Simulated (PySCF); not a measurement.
N-ethenylpropan-2-imine (C5H9N), SMILES C=CN=C(C)C. The structure is a stationary point at PBE-D3(BJ)/def2-SVP. One conformer was computed; it need not be the lowest.

Computed with PySCF with PBE-D3(BJ)/def2-SVP.

Harmonic wavenumbers (cm⁻¹): 101, 134, 157, 201, 247, 371, 421, 484, 589, 697, 801, 815, 886, 895, 936, 958, 1022, 1049, 1170, 1222, 1266, 1324, 1336, 1368, 1383, 1389, 1401, 1411, 1622, 1711, 2963, 2969, 3036, 3041, 3055, 3085, 3092, 3102, 3188. Rotational constants (GHz): 7.007, 2.333, 1.928; symmetry number 1.

Problem. Work out the zero-point energy and the ideal-gas rigid-rotor harmonic-oscillator thermochemistry at 298.15 K and 1 atm.

Solution. ZPE = ½ Σ hcν = ½ × 54899 cm⁻¹ = 328.37 kJ/mol. H − E(el) = 350.78 kJ/mol. Entropy in J/(mol K): translation 163.88, rotation 111.82, vibration 73.49, total 349.18. G − E(el) = 246.67 kJ/mol. Cp = 120.46 J/(mol K). Modes under 150 cm⁻¹ make the vibrational entropy uncertain.
